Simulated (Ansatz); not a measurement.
Ansatz (a quantum-chemistry and plane-wave program) input (B3LYP-D3(BJ)/def2-TZVP):

Ansatz 0.2 input:
```yaml
crystal:
  periodic: [false, false, false]
  atoms:
    - {symbol: Ti, position_ang: [-0.14204594, -0.27513612, -0.22781313]}
    - {symbol: O, position_ang: [1.25804129, 0.57469520, -0.58656583]}
    - {symbol: O, position_ang: [-0.86741496, 0.18192914, 1.21305193]}
basis:
  gaussian:
    orbitals: def2-TZVP
hamiltonian:
  xc: b3lyp
  dispersion: d3bj
total_charge: -1
magnetization: {spin_polarized: true, initial_magnetization: 1}
phonons: {temperatures: {t_min: 298.15, t_max: 298.15, t_step: 100}}
```

Output:

```
Functional definition: B3LYP
integrals: 0.03 GiB planned
765 factors; their error is unknown
mean field: 0.43 GiB planned
mean field evaluation 1: about -27210.2702 eV, gradient 3.0e1 eV
mean field evaluation 2: about -27004.4866 eV, gradient 2.6e2 eV
mean field evaluation 4: about -27213.5003 eV, gradient 6.5e0 eV
mean field evaluation 8: about -27213.6572 eV, gradient 1.6e-1 eV
mean field evaluation 16: about -27213.7644 eV, gradient 1.0e-3 eV
mean field -27213.76435912 eV, -1000.0873940455 hartree, gradient 1.7e-5 eV, S^2 0.752724; 2 other end points of the search recorded, 0 dependent functions left out
the calculation of the forces begins
reference -27213.76455429 eV, -1000.0874012181 hartree; 20, 19 occupied and 87, 88 virtual orbitals, 765 factors
these checks for a lower state are left out or cut short: stability, starts, cluster_reference, orbital_swaps, neighbouring_geometries, increment
integrals: 0.03 GiB planned
765 factors; their error is unknown
mean field: 0.43 GiB planned
mean field evaluation 32: about -27213.7643 eV, gradient 3.0e-6 eV
mean field -27213.76427089 eV, -1000.0873908034 hartree, gradient 2.6e-6 eV, S^2 0.752704; 0 other end points of the search recorded, 0 dependent functions left out
the calculation of the forces begins
reference -27213.76446602 eV, -1000.0873979741 hartree; 20, 19 occupied and 87, 88 virtual orbitals, 765 factors
these checks for a lower state are left out or cut short: stability, starts, cluster_reference, orbital_swaps, neighbouring_geometries, increment
integrals: 0.03 GiB planned
765 factors; their error is unknown
mean field: 0.43 GiB planned
mean field -27213.76427227 eV, -1000.0873908540 hartree, gradient 2.2e-6 eV, S^2 0.752745; 0 other end points of the search recorded, 0 dependent functions left out
the calculation of the forces begins
reference -27213.76446750 eV, -1000.0873980285 hartree; 20, 19 occupied and 87, 88 virtual orbitals, 765 factors
these checks for a lower state are left out or cut short: stability, starts, cluster_reference, orbital_swaps, neighbouring_geometries, increment
integrals: 0.03 GiB planned
765 factors; their error is unknown
mean field: 0.43 GiB planned
mean field -27213.76425432 eV, -1000.0873901945 hartree, gradient 1.9e-6 eV, S^2 0.752751; 0 other end points of the search recorded, 0 dependent functions left out
the calculation of the forces begins
reference -27213.76444960 eV, -1000.0873973707 hartree; 20, 19 occupied and 87, 88 virtual orbitals, 765 factors
these checks for a lower state are left out or cut short: stability, starts, cluster_reference, orbital_swaps, neighbouring_geometries, increment
integrals: 0.03 GiB planned
765 factors; their error is unknown
mean field: 0.43 GiB planned
mean field -27213.76423202 eV, -1000.0873893747 hartree, gradient 2.6e-6 eV, S^2 0.752698; 0 other end points of the search recorded, 0 dependent functions left out
the calculation of the forces begins
reference -27213.76442710 eV, -1000.0873965437 hartree; 20, 19 occupied and 87, 88 virtual orbitals, 765 factors
these checks for a lower state are left out or cut short: stability, starts, cluster_reference, orbital_swaps, neighbouring_geometries, increment
integrals: 0.03 GiB planned
765 factors; their error is unknown
mean field: 0.43 GiB planned
mean field -27213.76436067 eV, -1000.0873941027 hartree, gradient 8.2e-7 eV, S^2 0.752726; 0 other end points of the search recorded, 0 dependent functions left out
the calculation of the forces begins
reference -27213.76455588 eV, -1000.0874012764 hartree; 20, 19 occupied and 87, 88 virtual orbitals, 765 factors
these checks for a lower state are left out or cut short: stability, starts, cluster_reference, orbital_swaps, neighbouring_geometries, increment
integrals: 0.03 GiB planned
765 factors; their error is unknown
mean field: 0.43 GiB planned
mean field evaluation 64: about -27213.7643 eV, gradient 7.0e-2 eV
mean field -27213.76434524 eV, -1000.0873935357 hartree, gradient 1.1e-6 eV, S^2 0.752722; 0 other end points of the search recorded, 0 dependent functions left out
the calculation of the forces begins
reference -27213.76454039 eV, -1000.0874007073 hartree; 20, 19 occupied and 87, 88 virtual orbitals, 765 factors
Total energy: -27213.83564090 eV, -1000.0900136026 hartree
Atom 0 at    -0.142046    -0.275136    -0.227813 Å, force     0.000038     0.000074     0.000061 eV/Å
Atom 1 at     1.258041     0.574695    -0.586566 Å, force     0.000013    -0.000031    -0.000058 eV/Å
Atom 2 at    -0.867415     0.181929     1.213052 Å, force    -0.000051    -0.000043    -0.000003 eV/Å
Dipole moment:    -0.224771    -0.435370    -0.360487 e Å
Vibrations: 316.20 925.10 957.73 cm⁻¹, zero-point energy 0.136322 eV
```

The spin state was set by rule; other spins were not relaxed.
